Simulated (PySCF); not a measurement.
## LDA on S⁺ (sulfur, charge +1)

Configuration: [Ne] 3s2 3p2 4s1, high-spin 4P determinant (an excited configuration). All numbers are calculated (PySCF 2.14, no relativity, point nucleus, in aug-cc-pV(5+d)Z).

```json
{
  "Total energy": "-395.8618 hartree",
  "One-electron energy": "-539.8763 hartree",
  "Hartree (Coulomb) energy": "167.7433 hartree",
  "Exchange-correlation energy": "-23.7288 hartree",
  "Kinetic energy": "396.30079 hartree",
  "⟨S²⟩": "3.7506",
  "⟨L²⟩": "4.889",
  "Sum of ⟨r⟩": "14.24 bohr",
  "Sum of ⟨r²⟩": "31.34 bohr²",
  "Traceless quadrupole moment −½Σ⟨3z² − r²⟩ along its main axis": "5.62 e·bohr²",
  "Density at the nucleus (Gaussians lack the cusp)": "2660 bohr⁻³",
  "Spin density at the nucleus": "0.538 bohr⁻³",
  "Langevin diamagnetic susceptibility": "-24.8 ×10⁻⁶ cm³/mol"
}
```

```json
{"shell": "1s α", "electrons": "1", "mean orbital energy (eV)": "-2406.1", "spread (eV)": "0", "rms radius, mean of both spins (bohr)": "0.113"}
{"shell": "1s β", "electrons": "1", "mean orbital energy (eV)": "-2405.7", "spread (eV)": "0", "rms radius, mean of both spins (bohr)": "0.113"}
{"shell": "2s α", "electrons": "1", "mean orbital energy (eV)": "-226.53", "spread (eV)": "0", "rms radius, mean of both spins (bohr)": "0.526"}
{"shell": "2s β", "electrons": "1", "mean orbital energy (eV)": "-226.06", "spread (eV)": "0", "rms radius, mean of both spins (bohr)": "0.526"}
{"shell": "2p α", "electrons": "3", "mean orbital energy (eV)": "-173.65", "spread (eV)": "0.259", "rms radius, mean of both spins (bohr)": "0.495"}
{"shell": "2p β", "electrons": "3", "mean orbital energy (eV)": "-173.09", "spread (eV)": "0.524", "rms radius, mean of both spins (bohr)": "0.495"}
{"shell": "3s α", "electrons": "1", "mean orbital energy (eV)": "-32.109", "spread (eV)": "0", "rms radius, mean of both spins (bohr)": "1.72"}
{"shell": "3s β", "electrons": "1", "mean orbital energy (eV)": "-29.528", "spread (eV)": "0", "rms radius, mean of both spins (bohr)": "1.72"}
{"shell": "3p α", "electrons": "2", "mean orbital energy (eV)": "-20.992", "spread (eV)": "0", "rms radius, mean of both spins (bohr)": "1.96"}
{"shell": "4s α", "electrons": "1", "mean orbital energy (eV)": "-7.243", "spread (eV)": "0", "rms radius, mean of both spins (bohr)": "3.96"}
```

⟨L²⟩ = 4.89 against 2 for a pure P term, so this real determinant mixes terms. The outer electron is Rydberg-like, and this basis confines it to a smaller radius and binds it less than a complete one would. The s, p, d and f populations moved away from the nominal configuration during the SCF.
